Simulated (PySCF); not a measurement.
PySCF job for Se(Cl)(Et) (C2H5ClSe), SMILES CC[Se]Cl, PBE/pcSseg-1. Geometry optimised at ωB97X-D3(BJ)/def2-SVP. The values are those of a single conformer.

```python
import numpy as np
from pyscf import gto, scf, dft
from pyscf.prop.nmr import rks as nmr

mol = gto.M(
    atom='''
    Se   -0.19582148    0.06373394    0.79891975
    Cl    1.31342897    1.05632789   -0.42891925
    C    -0.58073607   -1.37838317   -0.44154717
    C    -1.20173192   -0.91573027   -1.75017360
    H    -1.26237611   -2.02865817    0.13377007
    H     0.35441394   -1.93572430   -0.59785678
    H    -0.52665195   -0.21807623   -2.26799082
    H    -2.15847698   -0.40088859   -1.57487212
    H    -1.38246281   -1.77649984   -2.41437023
    ''',
    basis='pcSseg-1',
    charge=0,
    spin=0,
    max_memory=1600,
    verbose=3,
)
mf = dft.RKS(mol, xc='pbe')
mf.grids.level = 3
mf.conv_tol = 1e-10
mf.max_cycle = 100
mf.kernel()
n = nmr.NMR(mf)
n.verbose = 2
n.max_cycle_cphf = 60
sigma = n.kernel()
print('atom   isotropic/ppm   span/ppm')
for i, s in enumerate(sigma):
    w = np.linalg.eigvalsh((s + s.T) / 2)
    print(f'{mol.atom_symbol(i):2s}{i + 1:3d} {w.mean():14.3f} {w[2] - w[0]:11.3f}')
```

Output:

```
converged SCF energy = -2940.04654174205
atom   isotropic/ppm   span/ppm
Se  1        340.180    2743.900
Cl  2        980.331     646.042
C   3        135.459      37.706
C   4        162.803      41.470
H   5         28.719      13.408
H   6         27.708      12.082
H   7         29.264       9.014
H   8         29.966       9.845
H   9         29.677      12.624
```

The run converged.

Cost: about 23 core-seconds (a rough figure).
